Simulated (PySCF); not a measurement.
**CoN⁺ at UHF-CCSD**

Level: UHF-CCSD. basis Co def2-TZVPPD, N def2-TZVPPD; no relativity; PySCF 2.14.

```
state                          : doublet, unpaired electrons π ↑↑, δ ↓
bond length                    : 0.1926 nm
harmonic wavenumber            : 285 cm⁻¹
force constant                 : 0.542 mdyn/Å
rotational constant Be         : 0.4016 cm⁻¹
anharmonicity ωexe             : 4.36 cm⁻¹
vibration–rotation constant αe : 0.00987 cm⁻¹
well depth De to Co⁺ (3d8) + N : 0.56 eV
dissociation energy D0         : 0.54 eV
```

Correlated steps freeze 6 core orbitals. For an ion De counts to the pair picked by the measured ionisation energies or electron affinities, which need not be the lowest pair at this level. The state is the lowest single determinant that the PBE0 search found; with open d or f shells the true ground state can be another one.
